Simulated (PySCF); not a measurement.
Nuclear quadrupole coupling in `CCCc1ncns1`

Compound: C₅H₈N₂S.
Structure used (GFN2-xTB), in Å, numbered top down from 1:
```xyz
16
C5H8N2S angstrom
C     -1.7883    0.9287    0.1298
C     -1.5113   -0.4861    0.6221
C     -0.3302   -1.1232   -0.1160
C      0.9435   -0.4171    0.1485
N      1.8165   -0.0688   -0.7395
C      2.8577    0.5411   -0.1461
N      2.8430    0.6879    1.1465
S      1.4714    0.0468    1.7536
H     -0.9224    1.5679    0.2863
H     -2.6317    1.3585    0.6641
H     -2.0193    0.9237   -0.9329
H     -1.2976   -0.4687    1.6935
H     -2.3961   -1.1059    0.4668
H     -0.2239   -2.1648    0.2025
H     -0.5032   -1.1147   -1.1939
H      3.6844    0.9034   -0.7294
```

Field gradients from the PBE0/pcSseg-1 density (PySCF, non-relativistic), principal values in atomic units, ordered |Vxx| ≤ |Vyy| ≤ |Vzz|:

```tsv
atom	Vxx	Vyy	Vzz
N5	0.3748	0.5556	-0.9304
N7	0.3072	0.6577	-0.9649
S8	-0.5092	-1.6149	2.1240
```

Problem. Find the asymmetry η = (Vxx − Vyy)/Vzz and the couplings χ = eQV/h (234.96 MHz × Q in barn × V in au), with Q(14N) = 0.02044 b, Q(33S) = −0.0678 b.

Solution. 
```json
{"atom": "N5", "environment": "pyridine-type nitrogen", "nucleus": "14N", "η": "0.19", "χzz (MHz)": "-4.468", "χxx (MHz)": "1.800", "χyy (MHz)": "2.668"}
{"atom": "N7", "environment": "pyridine-type nitrogen", "nucleus": "14N", "η": "0.36", "χzz (MHz)": "-4.634", "χxx (MHz)": "1.476", "χyy (MHz)": "3.159"}
{"atom": "S8", "environment": "ring sulfur", "nucleus": "33S", "η": "0.52", "χzz (MHz)": "-33.84", "χxx (MHz)": "8.11", "χyy (MHz)": "25.73"}
```

The tensor is traceless: Vxx + Vyy + Vzz = 0.

Problem. What is Vzz at N7 in SI units (1 au = 9.71736 × 10²¹ V/m²)?

Solution. -0.9649 au = -9.377 × 10²¹ V/m².

Problem. And the gradient at the other heavy atoms, for which no coupling is worked out here?

Solution. 
```csv
atom,environment,Vzz (au),η
C1,methyl carbon,0.065,0.09
C2,chain CH2 carbon,0.078,0.57
C3,benzylic-type carbon,0.105,0.65
C4,substituted aromatic carbon,-0.321,0.59
C6,aromatic CH next to a ring nitrogen,-0.244,0.98
```

Problem. What couplings would deuterons (Q(2H) = 0.00286 b) have in place of the hydrogens, at this geometry?

Solution. 
```tsv
atom	bonded to	bond length (Å)	Vzz (au)	η	χzz (kHz)
H9	C1	1.088	0.3122	0.03	210
H10	C1	1.087	0.3168	0.02	213
H11	C1	1.088	0.3145	0.03	211
H12	C2	1.093	0.3011	0.03	202
H13	C2	1.091	0.3043	0.02	204
H14	C3	1.094	0.2987	0.03	201
H15	C3	1.092	0.2995	0.02	201
H16	C6	1.075	0.3332	0.06	224
```

Isolated species at its GFN2-xTB geometry (one conformer only). GFN2-xTB bond lengths can be off by several hundredths of an ångström, more for odd bonds, and the gradients follow them. The basis is small and wasn't made for field gradients, so the couplings can be 20 % off.
